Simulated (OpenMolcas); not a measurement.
## Predicting a hybrid from its neighbours: GaSiH3F2

GaSiH3F2 has 7 atoms, charge 0, and is taken as a singlet. As SMILES, `[F][Ga]([F])[SiH3]`. The coordinates come from a PBE0-D4/def2-TZVP relaxation.

The vertical ionisation energy (to the doublet cation) y, in eV, basis 6-31G(d); a is the functional's share of exact exchange. Programs: OpenMolcas 26.06.

| functional | program | a | y (eV) |
| --- | --- | --- | --- |
| TPSS | OpenMolcas | 0 | 10.83 |
| PBE | OpenMolcas | 0 | 10.76 |
| B3LYP | OpenMolcas | 0.2 | ? |
| PBE0 | OpenMolcas | 0.25 | 11.18 |
| BHLYP | OpenMolcas | 0.5 | 11.41 |

**Question.** Fit y = c + s·a to the known rows and predict B3LYP.

**Answer.** 
1. Means of the 4 rows: a = 0.1875, y = 11.045.
2. Σ(Δa)² = 0.17188, Σ(Δa·Δy) = 0.21625, so the slope is 0.21625/0.17188 = 1.2581.
3. Intercept: 11.045 − (1.2581) × 0.1875 = 10.809. The largest residual of the fit is 0.056.
4. B3LYP: 10.809 + (1.2581) × 0.2 = 11.06 eV.

The run gave 11.14 eV, so the prediction is off by -0.08 eV, more than the largest residual. The rows mix families of semi-local functionals, which the line can't see.
